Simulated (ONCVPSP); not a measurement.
hafnium: excitation energies, all-electron against ONCV

- Element: Hf
- Generator: ONCVPSP 4.0.1
- Type: optimised norm-conserving Vanderbilt (ONCV)
- Functional: PBE
- Relativity: scalar-relativistic
- Frozen core: [Kr] 4d10 4f14
- Valence charge: 12
- Reference configuration: 5s2 5p6 5d2 6s2
- Partial waves: 5s+6s: rc 2.00 bohr, ncon 4, nbas 7, qcut 7.8 1/bohr, 2 projectors; 5p: rc 1.45 bohr, ncon 4, nbas 8, qcut 5.1 1/bohr, 2 projectors, debl 3.4 Ha; 5d: rc 2.25 bohr, ncon 5, nbas 8, qcut 3.9 1/bohr, 2 projectors, debl 3.9 Ha
- Local potential: polynomial inside 0.90 bohr (lpopt 5, dvloc0 0 Ha)
- Core correction: polynomial model core, fcfact 0.5

Energies are relative to the spin-unpolarised reference configuration 5s2 5p6 5d2 6s2; without spin polarisation the order of configurations can differ from experiment. Not all tests gave a result: 1 of 4 tests not solved or not reliable.

```
valence configuration  charge  ΔE all-electron (eV)  error AE − PS (meV)
      5s2 5p6 5d2 6s1      +1                 7.977                 -4.3
      5s2 5p6 5d2 6s0      +2                22.157                  -18
      5s2 5p6 5d1 6s2      +1                 6.499                 -9.3
```

Levels in the configuration 5s2 5p6 5d1 6s2:

```
level  all-electron (eV)  pseudo (eV)
   5s            -76.324      -76.371
   5p            -44.717      -44.771
   5d            -10.676      -10.703
   6s            -11.851      -11.857
```

Note: ghosts flagged at negative energy: s at -160.2 eV, d at -39.1 eV; GHOST(+) flagged for p at 167.1 eV. A true bound ghost makes a file unfit for plane-wave use.
